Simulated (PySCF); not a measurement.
Correlation energy of P⁺ (phosphorus, charge +1)

[Ne] 3s2 3p2, high-spin 3P determinant. All numbers are calculated (PySCF 2.14, the spin-free X2C one-electron Hamiltonian (Gaussian nucleus), in cc-pVDZ-DK (4s3p1d, 18 functions)). Frozen: [Ne]; 4 electrons correlated.

MP2 pair energies summed by pair of shells (mhartree):

```json
{"pair": "3s-3p", "energy": "-29.67", "share (%)": "60.1"}
{"pair": "3s-3s", "energy": "-14.54", "share (%)": "29.4"}
{"pair": "3p-3p", "energy": "-5.17", "share (%)": "10.5"}
```

Total MP2 correlation energy: -49.39 mhartree.

Same-spin part -8.13 and opposite-spin part -41.26 mhartree; SCS-MP2 scales them by 1/3 and 6/5 to -52.23 mhartree.

| level | correlation energy (mhartree) |
| --- | --- |
| CCSD | -69.85 |
| (T) | -0.91 |
| CCSD(T) | -70.76 |

Diagnostics: T1 = 0.0079, D1 = 0.0214, largest double amplitude 0.106.

Question: Is a single reference adequate?

Answer: Mostly. T1 lies below 0.03, but a double amplitude of this size points to a near-degeneracy that CCSD handles and MP2 describes poorly.
